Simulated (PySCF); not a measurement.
Nuclear quadrupole coupling in `CSc1cccc2snnc12`

C7H6N2S2.
Structure used (GFN2-xTB), in Å, numbered top down from 1:
```xyz
17
C7H6N2S2 angstrom
C     -2.8673   -0.7313   -0.2119
S     -2.1560    0.7837    0.4816
C     -0.4226    0.6088    0.3134
C      0.3572    1.6599    0.7797
C      1.7440    1.6425    0.7010
C      2.4221    0.5702    0.1534
C      1.6640   -0.4874   -0.3167
S      2.1456   -1.9742   -1.0542
N      0.5449   -2.4503   -1.2038
N     -0.2824   -1.6289   -0.7680
C      0.2415   -0.4946   -0.2487
H     -2.5992   -0.8200   -1.2593
H     -3.9422   -0.6227   -0.0997
H     -2.5099   -1.5929    0.3416
H     -0.1445    2.5111    1.2137
H      2.3000    2.4874    1.0773
H      3.4977    0.5507    0.0907
```

Field gradients from the PBE0/pcSseg-1 density (PySCF, non-relativistic), principal values in atomic units, ordered |Vxx| ≤ |Vyy| ≤ |Vzz|:

| atom | Vxx | Vyy | Vzz |
| --- | --- | --- | --- |
| S2 | 0.2686 | 2.3739 | -2.6425 |
| S8 | -0.3288 | -1.7600 | 2.0888 |
| N9 | 0.3784 | 0.7019 | -1.0803 |
| N10 | 0.5141 | 0.6112 | -1.1254 |

Problem. Find the asymmetry η = (Vxx − Vyy)/Vzz and the couplings χ = eQV/h (234.96 MHz × Q in barn × V in au), with Q(33S) = −0.0678 b, Q(14N) = 0.02044 b.

Solution. 
| atom | environment | nucleus | η | χzz (MHz) | χxx (MHz) | χyy (MHz) |
| --- | --- | --- | --- | --- | --- | --- |
| S2 | sulfide sulfur | 33S | 0.80 | 42.10 | -4.28 | -37.82 |
| S8 | ring sulfur | 33S | 0.69 | -33.28 | 5.24 | 28.04 |
| N9 | pyridine-type nitrogen | 14N | 0.30 | -5.19 | 1.82 | 3.37 |
| N10 | pyridine-type nitrogen | 14N | 0.09 | -5.40 | 2.47 | 2.94 |

Problem. What is Vzz at N10 in SI units (1 au = 9.71736 × 10²¹ V/m²)?

Solution. -1.1254 au = -10.936 × 10²¹ V/m².

Problem. What couplings would deuterons (Q(2H) = 0.00286 b) have in place of the hydrogens, at this geometry?

Solution. 
| atom | bonded to | bond length (Å) | Vzz (au) | η | χzz (kHz) |
| --- | --- | --- | --- | --- | --- |
| H12 | C1 | 1.085 | 0.3129 | 0.06 | 210 |
| H13 | C1 | 1.086 | 0.3147 | 0.06 | 211 |
| H14 | C1 | 1.085 | 0.3130 | 0.06 | 210 |
| H15 | C4 | 1.079 | 0.3249 | 0.09 | 218 |
| H16 | C5 | 1.079 | 0.3270 | 0.06 | 220 |
| H17 | C6 | 1.078 | 0.3305 | 0.08 | 222 |

One conformer (not necessarily the lowest) at the GFN2-xTB geometry, without solvent, vibrations or thermal averaging. GFN2-xTB bond lengths can be off by several hundredths of an ångström, more for odd bonds, and the gradients follow them. The basis is small and wasn't made for field gradients, so the couplings can be 20 % off.

These values come from a run that also computed NMR shieldings. Time: 56 s wall; peak memory 1.1 GiB. Hardware: Arm Neoverse V1, one thread, no GPU, on a shared host.
